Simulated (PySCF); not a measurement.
## SrN: from constants to spectrum

PBE0 constants of SrN, ⁴Σ⁻ (quartet), unpaired electrons σ ↑, π ↑↑, a second solution, started from another occupation (Sr x2c-SVPall, N x2c-SVPall; spin-free X2C with a Gaussian nucleus (PySCF 2.14); masses 87.9056 and 14.0031 u):

* ωe: 434.0 cm⁻¹
* ωexe: 4.5 cm⁻¹
* Be: 0.26016 cm⁻¹
* αe: 0.00268 cm⁻¹

Q: What force constant and bond length do these constants imply?

A: Reduced mass μred = 12.079 u; k = 5.8918×10⁻⁷·μred·ωe² (u, cm⁻¹, mdyn/Å) = 1.34 mdyn/Å; Re = √(16.8576/(μred·Be)) (u, cm⁻¹, Å) = 2.316 Å.

Q: Estimate the centrifugal constant D from the Kratzer relation and find the Dunham coefficient a1.

A: D = 4Be³/ωe² = 3.74e-07 cm⁻¹; a1 = −1 − αeωe/(6Be²) = -3.86.

Spin–orbit coupling is left out.
